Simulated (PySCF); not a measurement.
# BiH₃: umbrella–stretch map

All numbers come from PySCF, PBE0, basis Bi def2-TZVP with ECP60, H def2-TZVP (scalar-relativistic core potentials, no spin–orbit coupling, density fitting).

Rigid scan from the singlet minimum (Bi–H 1.787 Å (×3); H–Bi–H 90.4° (×3)). Coordinate: rows: all bonds scaled; columns: angle to the threefold axis. Energies in kJ/mol from the minimum.

Rows run from the largest first scale (top) to the smallest, columns from the smallest angle to the largest. Lower edges of the bins (kJ/mol): '_' 7.4, '.' 9.3, ':' 12.2, '-' 16.9, '=' 24.3, '+' 36.1, '*' 54.7, '#' 84.2, '%' 131.0, '@' 205.2; top 323, each point printed twice.
```
==**##%%@@@@
::++##%%@@@@
__==**%%@@@@
..++**%%@@@@
--++##%%@@@@
```

Question: Give the energies on the grid of the scan.

Answer: 
```csv
scale \ angle,60,66,72,78,84,90
0.95,22,49,95,155,218,250
0.98,9,37,84,147,216,256
1.00,7,35,83,147,219,265
1.03,12,40,88,152,229,285
1.07,31,59,105,169,249,323
```

The bond scale of lowest energy on the grid is 1.00 at 60°, 1.00 at 66°, 1.00 at 72°, 1.00 at 78°, 0.98 at 84°, 0.95 (edge) at 90°.

No spin–orbit coupling is included, which matters more the heavier the element.

The scan took 19 s on 2 threads of a shared Arm Neoverse V1 host; the process peaked at 0.79 GiB. Launch command: `OMP_NUM_THREADS=2 python axn.py task.json out`.
